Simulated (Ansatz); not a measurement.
Basis sets compared for (BeO)6 ring (Be₆O₆). Charge 0, multiplicity 1. Geometry r2SCAN-D4/def2-SVP. Ansatz on 4 threads of Arm Neoverse V1 on a shared host; times are rough, and most runs start from earlier orbitals.

```xyz
12

Be   -0.058   -1.728   -1.977
Be   -0.935    0.719   -2.347
Be   -0.877    2.447   -0.370
Be    0.058    1.728    1.977
Be    0.935   -0.720    2.347
Be    0.877   -2.447    0.370
O    -0.623   -0.632   -2.709
O    -1.135    1.985   -1.702
O    -0.513    2.616    1.007
O     0.623    0.632    2.709
O     1.135   -1.985    1.702
O     0.513   -2.616   -1.007
```

Another isomer (singlet) lies 0.45 eV lower at PBE0-D4/def2-TZVP; other spin states weren't run for this one.

Binding counts from free atoms (Be singlet, O triplet) in the same basis, without a counterpoise term.

```
           level  functions  energy (Eh)  HOMO (eV)  LUMO (eV)  binding per atom (eV)  wall time
 PBE-D4/def2-SVP        138    -539.5031      -7.08      -1.93                   5.32      1.9 s
PBE0-D4/def2-SVP        138    -539.5138      -8.67      -1.22                   5.11        3 s
```

Task: Estimate the rows for PBE-D4/def2-TZVP (with forces), PBE0-D4/def2-TZVP.

Result: 
```csv
level,functions,energy (Eh),HOMO (eV),LUMO (eV),binding per atom (eV),wall time
PBE-D4/def2-TZVP (with forces),300,-540.1479,-6.98,-1.87,5.26,5.5 s
PBE0-D4/def2-TZVP,300,-540.1654,-8.52,-1.18,5.08,8 s
```
